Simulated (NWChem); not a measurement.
Correlation energy of H2As

SMILES: [AsH2]
```xyz
3

As     0.0000     0.0000    -0.0614
H     -1.0888     0.0000     1.0131
H      1.0888     0.0000     1.0131
```
Charge 0, spin multiplicity 2.

Program: NWChem. All single points use one geometry, from UPBE0/def2-SVP, a minimum by its harmonic frequencies.

Basis set: 6-31G*. Each correlation energy counts from its own Hartree-Fock reference.

The Hamiltonian is non-relativistic. The correlated methods keep 9 core orbitals frozen. The Pople sets run with spherical d functions. The structure started from a generated list of species. The unpaired electrons of the parent sit in orbitals of symmetry b2 (C2v labels of the run); other states weren't searched. The stability of the SCF solutions was not checked. Open-shell Hartree-Fock references start from PBE0 orbitals. Coupled-cluster values serve here as a point of comparison, not as the truth.

Q: Order these methods by the correlation energy they give, lowest first: UMP2, CCSD[T] on UHF, CCSD on UHF, SCS-UMP2, CCSDT on ROHF.

A: CCSDT on ROHF (-254.6 mHa), CCSD[T] on UHF (-250.6 mHa), CCSD on UHF (-246.2 mHa), UMP2 (-236.1 mHa), SCS-UMP2 (-221.4 mHa)
